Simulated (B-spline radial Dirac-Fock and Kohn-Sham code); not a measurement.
Binding energies of Yb³⁰⁺ at several levels of theory

System: Yb³⁰⁺, [Kr] 4d4.

The density-functional columns are spherical, spin-unpolarised Dirac-Kohn-Sham results without Breit or QED terms: −ε is minus the orbital energy of the initial state and ΔSCF the difference of two total energies. The reference in the last column comes from Dirac-Fock ΔSCF + Breit + QED. All numbers are from a radial finite-basis atomic code, in eV; a selection of levels is shown. For the 1s level of heavy atoms much of the gap between ΔSCF and the reference is the Breit and QED part, -291.0 eV here; for other levels the error of the functional can be larger.

```
level   LDA −ε  LDA ΔSCF  Dirac-Fock
   1s  62216.9   62754.7     62477.4
   2s  11472.5   11589.4     11648.9
2p1/2  10999.5   11142.9     11132.5
2p3/2   9953.8   10082.2     10097.6
   3s   3435.5    3483.8      3533.6
3p1/2   3228.2    3278.8      3309.4
3p3/2   3002.6    3050.3      3082.3
3d3/2   2651.2    2705.2      2707.5
3d5/2   2601.7    2654.7      2659.0
   4s   1448.6    1473.8      1489.3
4p1/2   1361.7    1387.0      1389.6
4p3/2   1296.2    1320.4      1324.6
   4d   1145.0    1169.4      1166.8
```

Values without a named source are computed, but for edge energies of neutral atoms, which are taken from tables.
